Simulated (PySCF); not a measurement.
Vertical excitation energies

C3H5Cl3OSi.
Z-matrix (Å and degrees, GFN2-xTB geometry), rows numbered from 1:
```
O 
C   1  1.2031
Si  2  1.9261  1  123.77
C   3  1.9103  2  103.72  1     2.47
C   4  1.4996  3  113.29  2  -171.90
Cl  5  1.7775  4  110.74  3   -56.93
Cl  5  1.7902  4  111.44  3  -176.98
Cl  5  1.7766  4  110.99  3    62.93
H   2  1.1101  1  119.33  3   179.95
H   3  1.4606  2  108.03  1  -117.32
H   3  1.4619  2  107.49  1   121.56
H   4  1.0918  3  109.99  2   -50.19
H   4  1.0920  3  109.67  2    66.83
```

Level of theory: PySCF, TDDFT B3LYP/def2-SVPD, vertical, gas phase, core orbitals frozen in the response.

```tsv
state	E (eV)	E (kJ/mol)	λ (nm)	f	|μ| (D)	main configurations (H = HOMO, L = LUMO)
S1	3.26	314	380.5	0.0003	0.16	H→L (99%)
S2	5.21	503	237.8	0.012	0.79	H→L+1 (99%)
S3	5.93	572	209.2	0.0018	0.28	H→L+2 (46%), H-1→L (45%)
S4	5.94	573	208.7	0.012	0.72	H-1→L (54%), H→L+2 (35%)
S5	6.06	585	204.4	0.0005	0.14	H→L+3 (79%), H-2→L (10%), H-1→L+1 (9%)
S6	6.09	588	203.5	0.0004	0.13	H-2→L (82%)
S7	6.10	588	203.3	0.0003	0.11	H-1→L+1 (82%), H→L+3 (14%)
S8	6.23	601	198.9	0.038	1.26	H→L+4 (65%), H-3→L (16%), H→L+2 (13%)
```

Triplets (Tamm–Dancoff): T1 2.58 eV, H→L (98%); T2 5.14 eV, H→L+1 (95%); T3 5.60 eV, H-1→L+1 (90%).

The lowest singlet comes at 380 nm (314 kJ/mol) in the visible; it is dark (f under 0.0005); its leading configuration is HOMO→LUMO (99%). The strongest level in the table is S8 at 6.23 eV (199 nm, f = 0.038). It is the last of those listed, so stronger ones may follow. S6/S7 lie within about 0.01 eV of each other. Löwdin shares by element: HOMO oxygen 51%, carbon 21% or more, silicon 11%, hydrogen 10% or more; LUMO carbon 41% or more, oxygen 36%, silicon 11%, hydrogen 6% or more. Orbital energies (eV): HOMO-3 -8.97, HOMO-2 -8.84, HOMO-1 -8.58, HOMO -7.10, LUMO -2.09, LUMO+1 -1.28, LUMO+2 -0.46. Of the 8 states listed, 3 reach f = 0.01 and 4 stay under 0.0005. Weighted by f, the mean energy of these states is 5.96 eV. S1 lies in the visible range (380 to 750 nm), at 380 nm, dark in the vertical dipole picture (f under 0.0005); light of that wavelength is violet, and its complementary colour is yellow-green; a Tamm–Dancoff triplet lies at 480 nm, without intensity as long as spin–orbit coupling is left out. Only the lowest 8 singlets were computed, as vertical energies without vibronic structure.

The run took 92 s wall on one thread, Arm Neoverse N1 (aarch64), on a shared host, and the process peaked at 0.90 GiB of memory.

One conformer stands for the species.
